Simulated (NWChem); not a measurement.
System meant: C2H4BClO2; SMILES CC(=O)OBCl

Here is an NWChem input.

```
start job
memory heap 200 mb stack 900 mb global 1100 mb
geometry units angstroms noautoz
  B      0.930283    -0.990600    -0.423930
  Cl    -0.311151    -1.965054     0.335704
  H      1.882078    -1.524027    -0.927219
  O      0.897190     0.365203    -0.411114
  C     -0.164329     1.199933    -0.140336
  C      0.269663     2.375785     0.674379
  O     -1.256305     0.988411    -0.564715
  H     -0.567907     3.070534     0.799396
  H      1.117103     2.877049     0.184678
  H      0.623269     2.030862     1.658065
end
basis spherical
  * library def2-svp
end
dft
  odft
  mult 2
  xc pbe0
  iterations 150
  mulliken
end
task dft energy
```

End of the output:

```
                                 NWChem DFT Module
                                 -----------------

 Summary of "ao basis" -> "ao basis" (spherical)
 ------------------------------------------------------------------------------
       Tag                 Description            Shells   Functions and Types
 ---------------- ------------------------------  ------  ---------------------
 B                          def2-svp                 6       14   3s2p1d
 Cl                         def2-svp                 8       18   4s3p1d
 H                          def2-svp                 3        5   2s1p
 O                          def2-svp                 6       14   3s2p1d
 C                          def2-svp                 6       14   3s2p1d

 Summary of "ao basis" -> "ao basis" (spherical)
 ------------------------------------------------------------------------------
       Tag                 Description            Shells   Functions and Types
 ---------------- ------------------------------  ------  ---------------------
 B                          def2-svp                 6       14   3s2p1d
 Cl                         def2-svp                 8       18   4s3p1d
 H                          def2-svp                 3        5   2s1p
 O                          def2-svp                 6       14   3s2p1d
 C                          def2-svp                 6       14   3s2p1d

  number of electrons :                   54
  multiplicity        :                    2
 ------------------------------------------------------------------------
  no. of electrons and multiplicity not compatible                  54
 ------------------------------------------------------------------------
 ------------------------------------------------------------------------
  current input line :
    25: task dft energy
 ------------------------------------------------------------------------
 ------------------------------------------------------------------------
 There is an error in the input file
 ------------------------------------------------------------------------
 For more information see the NWChem manual at https://nwchemgit.github.io

0: no. of electrons and multiplicity not compatible:Received an Error in Communication
```

Problem. Find the fault in this run and fix the input.

Solution. The program refused the input. Cause: the multiplicity doesn't fit the number of electrons (an even count wants an odd multiplicity, and the reverse). This input runs:
```
start job
memory heap 200 mb stack 900 mb global 1100 mb
geometry units angstroms noautoz
  B      0.930283    -0.990600    -0.423930
  Cl    -0.311151    -1.965054     0.335704
  H      1.882078    -1.524027    -0.927219
  O      0.897190     0.365203    -0.411114
  C     -0.164329     1.199933    -0.140336
  C      0.269663     2.375785     0.674379
  O     -1.256305     0.988411    -0.564715
  H     -0.567907     3.070534     0.799396
  H      1.117103     2.877049     0.184678
  H      0.623269     2.030862     1.658065
end
basis spherical
  B library def2-svp
  Cl library def2-svp
  H library def2-svp
  O library def2-svp
  C library def2-svp
end
dft
  xc pbe0
  iterations 150
  mulliken
end
task dft energy
```
It converges to -713.44138 Ha (PBE0/def2-SVP).
